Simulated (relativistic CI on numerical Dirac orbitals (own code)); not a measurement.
Radial Dirac CI calculation of Co22+.

Command:

```sh
python run_levels.py task.json out
```

Input:

```
atom Co  Z=27  charge=22  electrons=5
nucleus A=59  rms_radius_fm=3.7875
hamiltonian dirac-coulomb  breit=on  qed=on  c_scale=1
orbitals kli  potential=per-configuration
slater_scale 1.2
correlation none
mixing on
grid step=0.0125 r_max=4.9
scf mixing=0.4 start=green max_iterations=150 tolerance=2e-08 node_fill=0.01
configurations
  [He] 2s2 2p
  [He] 2s 2p2
  [He] 2p3
end
```

Output:

```
SCF 1: [He] 2s2 2p
 iter      energy (Ha)   residual   last orbital (Ha)
    1      -948.514701   1.53e+00    -84.38590
    2      -949.594908   9.09e-01    -78.97614
    3      -950.190832   1.79e-02    -71.69679
    4      -950.190729   7.95e-03    -71.59782
    5      -950.190879   2.37e-04    -71.52747
    6      -950.190875   1.84e-05    -71.52902
    7      -950.190875   4.56e-07    -71.52895
    8      -950.190875   3.20e-07    -71.52895
    9      -950.190875   1.09e-08    -71.52895
SCF 2: [He] 2s 2p2
 iter      energy (Ha)   residual   last orbital (Ha)
    1      -945.412284   1.61e+00    -84.38590
    2      -946.662722   9.54e-01    -78.69288
    3      -947.348199   1.46e-02    -70.92715
    4      -947.348196   2.89e-03    -70.94625
    5      -947.348206   5.38e-05    -70.91940
    6      -947.348207   1.57e-05    -70.91941
    7      -947.348207   8.76e-08    -70.91940
    8      -947.348207   3.00e-09    -70.91940
SCF 3: [He] 2p3
 iter      energy (Ha)   residual   last orbital (Ha)
    1      -941.497200   1.69e+00    -84.38590
    2      -942.966508   9.96e-01    -78.41192
    3      -943.762885   1.78e-02    -70.31874
    4      -943.763165   5.42e-03    -70.36130
    5      -943.763198   7.82e-05    -70.32027
    6      -943.763198   1.25e-05    -70.32106
    7      -943.763198   1.13e-07    -70.32097
    8      -943.763198   8.92e-09    -70.32097
orbital energies (Ha): 1s -331.6616  2s -74.7656  2p1/2 -72.2242  2p3/2 -71.5289
configuration averages (Ha): Dirac-Coulomb, Breit, QED
  2s2 2p                        -950.190875    0.334312    0.356857
  2s 2p2                        -947.348207    0.338287    0.337545
  2p3                           -943.763198    0.345819    0.318285
levels: no., configuration, term, J, E (cm-1), weight
   1 2s2 2p                 2P*  1/2              0.0  0.97
   2 2s2 2p                 2P*  3/2         138303.6  0.97
   3 2s 2p2                 4P   1/2         397583.8  0.97
   4 2s 2p2                 4P   3/2         461758.4  0.99
   5 2s 2p2                 4P   5/2         525865.3  0.95
   6 2s 2p2                 2D   3/2         821961.6  0.96
   7 2s 2p2                 2D   5/2         846084.9  0.95
   8 2s 2p2                 2P   1/2         976541.4  0.56
   9 2s 2p2                 2S   1/2        1122049.7  0.55
  10 2s 2p2                 2P   3/2        1145729.5  0.96
  11 2p3                    4S*  3/2        1323341.7  0.93
  12 2p3                    2D*  3/2        1512342.2  0.85
  13 2p3                    2D*  5/2        1546557.8  1.00
  14 2p3                    2P*  1/2        1735360.7  0.97
lowest total energy -950.156766 Ha
end: converged
```

Against the reference input this run has: node fill of the KLI weights 0.01, Slater scale 1.2. The reference run ends at -950.092617 Ha with Breit and QED terms.

Run time about 0.12 s of CPU on one thread of AMD EPYC 7R43 64-Core (shared host).
